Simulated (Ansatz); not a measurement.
Consider the formal exchange of groups at a Te–Si bond: `C[Te][SiH2]N` + `[AlH2][SiH3]` → `C[Te][AlH][SiH3]` + `N[SiH3]`.

Computed with Ansatz on PBE0-D4/def2-TZVP structures; ΔE is electronic, products minus reactants. CCSD(T)/CBS is the MP2 limit (def2-TZVPP, def2-QZVPP) plus CCSD(T) − MP2 in def2-TZVPP, frozen cores. This one scheme is used for every species. Functionals use def2-TZVPP. B3LYP here is the variant with VWN-RPA as its local correlation; programs differ in this. def2 core potentials past Kr. For Te outer-core shells are correlated without core-valence functions, which leaves a few kJ/mol of doubt a bond. One conformer a species, not always the lowest.

```
             level  ΔE (kJ/mol)  difference from CCSD(T)/CBS
            PBE-D4        -63.5                          2.4
         r2SCAN-D4        -66.4                         -0.5
           PBE0-D4        -64.1                          1.8
          B3LYP-D4        -62.8                          3.1
           ωB97X-V        -60.4                          5.5
           ωB97M-V        -61.5                          4.4
            B2PLYP        -66.5                         -0.6
               PBE        -65.0                          0.9
            r2SCAN        -66.6                         -0.7
              PBE0        -65.3                          0.6
             B3LYP        -65.3                          0.6
     HF/def2-TZVPP        -66.8                         -0.9
    MP2/def2-TZVPP        -67.7                         -1.8
SCS-MP2/def2-TZVPP        -66.8                         -0.9
   CCSD/def2-TZVPP        -66.7                         -0.8
CCSD(T)/def2-TZVPP        -68.0                         -2.1
     HF/def2-QZVPP        -66.0                         -0.1
    MP2/def2-QZVPP        -66.2                         -0.3
SCS-MP2/def2-QZVPP        -65.5                          0.4
      HF/CBS(def2)        -65.9                          0.0
     MP2/CBS(def2)        -65.5                          0.4
    CCSD/CBS(def2)        -64.6                          1.3
       CCSD(T)/CBS        -65.9                            0
```

Largest T1 diagnostic among the species: 0.012.

CCSD(T)/CBS has its own doubt, a few kJ/mol and more with outer-core shells, so smaller differences from it don't rank the levels.
